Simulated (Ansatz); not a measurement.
`[SiH3][SiH2][SiH2][SiH2][GeH3]` + NH₃ → `N[SiH2][SiH3]` + `[SiH3][SiH2][GeH3]`  (cleavage of the Si–Si bond)

Computed with Ansatz on PBE0-D4/def2-TZVP structures; ΔE is electronic, products minus reactants. CCSD(T)/CBS is the MP2 limit (def2-TZVPP, def2-QZVPP) plus CCSD(T) − MP2 in def2-TZVPP, frozen cores. This one scheme is used for every species. Functionals use def2-TZVPP. B3LYP here is the variant with VWN-RPA as its local correlation; programs differ in this. HSE06 is defined as in plane-wave codes. For Ge outer-core shells are correlated without core-valence functions, which leaves a few kJ/mol of doubt a bond. Scalar relativity is left out up to krypton. Each species was taken in one conformer, which may not be the lowest.

| level | ΔE (kJ/mol) | difference from CCSD(T)/CBS |
| --- | --- | --- |
| revPBE-D4 | -1.0 | 15.8 |
| BLYP-D4 | -15.5 | 1.3 |
| B97M-V | -13.7 | 3.1 |
| B3LYP-D4 | -18.3 | -1.5 |
| HSE06-D4 | -5.1 | 11.7 |
| ωB97X-V | -20.8 | -4.0 |
| revPBE | -13.7 | 3.1 |
| BLYP | -33.4 | -16.6 |
| r2SCAN | -17.9 | -1.1 |
| BHLYP | -40.1 | -23.3 |
| CAM-B3LYP | -38.7 | -21.9 |
| RPA@PBE/def2-TZVPP | -20.1 | -3.3 |
| CCSD/def2-SVP | -18.4 | -1.6 |
| CCSD(T)/def2-SVP | -14.6 | 2.2 |
| MP2/def2-TZVPP | -21.1 | -4.3 |
| MP2/def2-QZVPP | -21.0 | -4.2 |
| CCSD(T)/CBS | -16.8 | 0 |

Largest T1 diagnostic among the species: 0.013.

The D4 term adds +16.1 kJ/mol with B3LYP and +9.9 kJ/mol with PBE0; it sums over pairs of atoms, weighted by their polarisabilities, and B3LYP, whose exchange is more repulsive, gets the larger term. From BLYP to BHLYP (50 % exact exchange), in def2-TZVPP and without D4, ΔE moves by −6.7 kJ/mol. In def2-TZVPP, CCSD(T) changes the Hartree–Fock value by +33.6 kJ/mol (the triples alone add +5.5 kJ/mol) and MP2 by +30.4 kJ/mol.
